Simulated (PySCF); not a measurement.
**State search for Ge₂⁻**

Unrestricted PBE0; basis Ge aug-cc-pVDZ-PP with ECP10; scalar-relativistic core potentials; PySCF 2.14. Outer shells of the fragments: Ge 3d10 4s2 4p2; Ge− 3d10 4s2 4p3.

Followed along the bond (rough minima from three points):

| 2Ms+1 | unpaired | ⟨S²⟩ at the start | R at minimum (Å) | Te (eV) |
| --- | --- | --- | --- | --- |
| 2 | π ↑ | 0.75 | 2.31 | 0.00 |
| 2 | σ ↑ | 0.76 | 2.23 | 0.13 |

Solutions found at the starting distance of 2.420 Å, counted from the lowest of them; the search is not exhaustive and high or unbound solutions are not listed, so other states can lie among these:

```csv
2Ms+1,unpaired,term,E (eV),⟨S²⟩,⟨Lz²⟩
2,π ↑,²Π,0.00,0.75,1.01
2,σ ↑,²Σ⁺,0.29,0.76,0.00
```

A term symbol is given only where ⟨S²⟩ and ⟨Lz²⟩ are close to those of a pure state; real π, δ and φ orbitals otherwise mix terms, and g/u labels are left off.

Q: Compare the gap between the two lowest followed solutions at the starting distance with the gap between their minima.

A: At PBE0 the second solution (doublet, unpaired electrons σ ↑) lies +0.29 eV from the first (doublet, unpaired electrons π ↑) at 2.420 Å and +0.13 eV at the minima; the two curves relax by different amounts, since their minima lie near 2.23 and 2.31 Å.

Spin–orbit coupling is left out.
